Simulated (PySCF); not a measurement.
BrGeH3O. Atoms are numbered in the order given.

```xyz
6

Ge     0.3015    -0.9383    -0.0020
O      2.0018    -0.7048    -0.5096
Br    -0.8009     1.1183     0.1066
H     -0.3231    -1.7806    -1.1315
H      0.2039    -1.5520     1.4196
H      2.4872    -0.1407     0.1217
```
Charge 0, spin multiplicity 1.

Coordinates come from a PBE-D3(BJ)/def2-SVP optimisation. The values are those of a single conformer.

Computed with PBE-D3(BJ)/def2-SVP (PySCF 2.14.0).

Frequencies are harmonic and unscaled.

```
mode  ν (cm⁻¹)  IR (km/mol)  moving atoms (share of kinetic energy)
----  --------  -----------  --------------------------------------
1          154          8.3        O 47 %, H 26 %, Ge 14 %, Br 13 %
2          257         91.8                          H 69 %, O 22 %
3          296         59.3                        Ge 50 %, Br 42 %
4          495         19.4                                  H 90 %
5          633         12.1                                  H 97 %
6          690        104.6                         O 78 %, Ge 20 %
7          761        110.2                                  H 95 %
8          818         55.0                                  H 98 %
9          913        105.6                                  H 91 %
10        2075         92.1                                  H 99 %
11        2135         78.6                                  H 99 %
12        3725         70.4                                  H 94 %
```
